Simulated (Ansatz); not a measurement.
Ansatz (an electronic-structure program) input (PBE/6-31G*):

Ansatz 0.2 input:
```yaml
crystal:
  periodic: [false, false, false]
  atoms:
    - {symbol: C, position_ang: [-1.89994200, 0.02663800, -0.25504500]}
    - {symbol: N, position_ang: [-0.64289700, -0.67358100, -0.10449100]}
    - {symbol: B, position_ang: [0.64382400, -0.02424200, 0.07411100]}
    - {symbol: O, position_ang: [1.37682000, -0.58785600, 1.03155400]}
    - {symbol: O, position_ang: [0.91757100, 1.10413500, -0.66384400]}
    - {symbol: H, position_ang: [-2.44707900, 0.10340600, 0.69066300]}
    - {symbol: H, position_ang: [-1.70874200, 1.02726300, -0.63546300]}
    - {symbol: H, position_ang: [-2.53877400, -0.50250700, -0.96830400]}
    - {symbol: H, position_ang: [-0.71213200, -1.61674000, 0.25011700]}
    - {symbol: H, position_ang: [1.73241000, 1.53479000, -0.38754300]}
basis:
  gaussian:
    orbitals: 6-31G*
hamiltonian:
  xc: {name: PBE}
magnetization: {spin_polarized: true, initial_magnetization: 1}
output: {forces: true}
```

Output:

```
Functional definition: PBE
integrals: 0.03 GiB planned
982 factors; their error is unknown
mean field: 0.26 GiB planned
mean field evaluation 1: about -7360.2584 eV, gradient 5.4e1 eV
mean field evaluation 2: about -7305.1977 eV, gradient 1.1e2 eV
mean field evaluation 4: about -7371.3465 eV, gradient 8.2e0 eV
mean field evaluation 8: about -7371.5917 eV, gradient 1.7e0 eV
mean field evaluation 16: about -7371.5440 eV, gradient 2.2e-3 eV
mean field -7371.54400084 eV, -270.8992454190 hartree, gradient 3.7e-5 eV, S^2 0.753919; 2 other end points of the search recorded, 0 dependent functions left out
the calculation of the forces begins
reference -7371.54402281 eV, -270.8992462263 hartree; 20, 19 occupied and 65, 66 virtual orbitals, 982 factors
Total energy: -7371.54402281 eV, -270.8992462263 hartree
Atom 0 at    -1.899942     0.026638    -0.255045 Å, force     0.293885    -0.170717     0.084600 eV/Å
Atom 1 at    -0.642897    -0.673581    -0.104491 Å, force    -0.506255     0.228270    -0.420959 eV/Å
Atom 2 at     0.643824    -0.024242     0.074111 Å, force     0.706500     0.013112     0.347273 eV/Å
Atom 3 at     1.376820    -0.587856     1.031554 Å, force     0.109805    -0.118494     0.214965 eV/Å
Atom 4 at     0.917571     1.104135    -0.663844 Å, force    -0.690405     0.176428    -0.672330 eV/Å
Atom 5 at    -2.447079     0.103406     0.690663 Å, force    -0.255648     0.033518     0.357367 eV/Å
Atom 6 at    -1.708742     1.027263    -0.635463 Å, force     0.100478     0.374238    -0.137204 eV/Å
Atom 7 at    -2.538774    -0.502507    -0.968304 Å, force    -0.276569    -0.203274    -0.261129 eV/Å
Atom 8 at    -0.712132    -1.616740     0.250117 Å, force    -0.018705    -0.479677     0.189526 eV/Å
Atom 9 at     1.732410     1.534790    -0.387543 Å, force     0.536914     0.146596     0.297890 eV/Å
Dipole moment:    -0.502090     0.048991    -0.137153 e Å
```

The geometry given is a B3LYP-D3(BJ)/def2-TZVP minimum.
